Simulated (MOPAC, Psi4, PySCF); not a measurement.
Internal rotation in H6SeSi2, SMILES [SiH3][SiH2][SeH]. Scanned: dihedral Si1–Si2–Se3–H9; all other coordinates were relaxed at GFN2-xTB. Points at φ and −φ are mirror images. Heavy atoms are numbered in the order of the SMILES [SiH3][SiH2][SeH], hydrogens after them in the order of the atoms that carry them; the mirror image has the same energies with the sign of each dihedral reversed.

RKS-B3LYP/LANL2DZ = restricted B3LYP/LANL2DZ, with its core potentials past Ne // GFN2-xTB (PySCF 2.14.0); PBE/def2-TZVP // GFN2-xTB (Psi4); PM3, restricted, heats of formation // GFN2-xTB (MOPAC).

Energies in kJ/mol, each method relative to its own lowest point.

```tsv
φ / °	RKS-B3LYP/LANL2DZ	PBE/def2-TZVP	PM3
-165	5.14	5.16	2.86
-150	5.58	5.77	2.97
-135	5.95	6.34	2.93
-120	5.66	6.25	2.43
-105	4.39	5.00	1.52
-90	2.49	3.02	0.56
-75	0.80	1.09	0.00
-60	0.00	0.00	0.05
-45	0.39	0.11	0.66
-30	1.69	1.16	1.59
-15	3.09	2.41	2.42
0	3.75	3.01	2.79
15	3.09	2.41	2.42
30	1.69	1.16	1.59
45	0.39	0.11	0.66
60	0.00	0.00	0.05
75	0.80	1.09	0.00
90	2.49	3.02	0.56
105	4.39	5.00	1.52
120	5.66	6.25	2.43
135	5.95	6.34	2.93
150	5.58	5.77	2.97
165	5.14	5.16	2.86
180	5.89	5.95	2.89
```
